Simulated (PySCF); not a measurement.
Compound: C₆H₁₄B₂.
Atom-mapped SMILES: `[CH2:1]=[CH:2][BH:3][CH2:4][BH:5][CH:6]([CH3:7])[CH3:8]` (hydrogens: H9, H10 on C1; H11 on C2; H12 on B3; H13, H14 on C4; H15 on B5; H16 on C6; H17, H18, H19 on C7; H20, H21, H22 on C8)

The calculation used PBE0-D3(BJ)/def2-SVP geometry optimisation, gas phase (PySCF).

(1) What internal coordinates does the optimisation give?

Answers

(1) 
```
                   bond  length (Å)   order
                  C1=C2       1.345  double
                  C2–B3       1.549  single
                  B3–C4       1.567  single
                  C4–B5       1.565  single
                  B5–C6       1.572  single
                  C6–C7       1.527  single
                  C6–C8       1.538  single
                  C1–H9       1.096  single
                 C1–H10       1.096  single
                 C2–H11       1.098  single
                 B3–H12       1.215  single
         C4–H13, C4–H14       1.101  single
                 B5–H15       1.218  single
                 C6–H16       1.105  single
C7–H17 and 5 like bonds       1.102  single
```

Bonds in one row agree within 0.01 Å and their mean is given. Orders are formal, as drawn. A selection of angles:
```
     angle  degrees
  C2–C1–H9    120.6
 C2–C1–H10    123.0
 H9–C1–H10    116.4
  C1–C2–B3    121.3
 C1–C2–H11    117.8
 B3–C2–H11    120.9
  C2–B3–C4    122.8
 C2–B3–H12    117.4
 C4–B3–H12    119.8
  B3–C4–B5    103.1
 B3–C4–H13    109.0
 B3–C4–H14    111.1
 B5–C4–H13    109.1
 B5–C4–H14    111.4
H13–C4–H14    112.7
  C4–B5–C6    123.6
 C4–B5–H15    118.9
 C6–B5–H15    117.2
  B5–C6–C7    113.1
  B5–C6–C8    105.3
 B5–C6–H16    110.5
  C7–C6–C8    111.0
 C7–C6–H16    109.1
 C8–C6–H16    107.8
 C6–C7–H17    111.0
H17–C7–H18    107.3
 C6–C8–H20    112.5
```

Dihedral angles: C1–C2–B3–C4 -178° (antiperiplanar); C2–B3–C4–B5 81° (synclinal); B3–C4–B5–C6 87° (synclinal); C4–B5–C6–C7 137° (anticlinal). The mirror-image conformer, all signs reversed, is as good.

B5 (three-coordinate boron) is planar (angles 123.6°, 118.9° and 117.2°, sum 359.7°, 0.04 Å off the plane of its three neighbours). Of the pairs four or more bonds apart, H9···H12 is among the closest relative to their van der Waals radii: 2.52 Å, 105 % of the sum of Bondi's values. The B–C distances run from 1.549 Å (C2–B3, drawn single) to 1.572 Å (B5–C6, drawn single), a spread of 0.023 Å. The 3 C–C bonds span 1.345 Å (C1=C2, drawn double) to 1.538 Å (C6–C8, drawn single), a spread of 0.193 Å. B3 (three-coordinate boron) is planar (angles 122.8°, 119.8° and 117.4°, sum 359.9°, 0.02 Å off the plane of its three neighbours).

Point group: C1 (no symmetry element, even within 0.4 Å). PBE0-D3(BJ)/def2-SVP frequencies: not computed here. The numbers are those of one conformer.
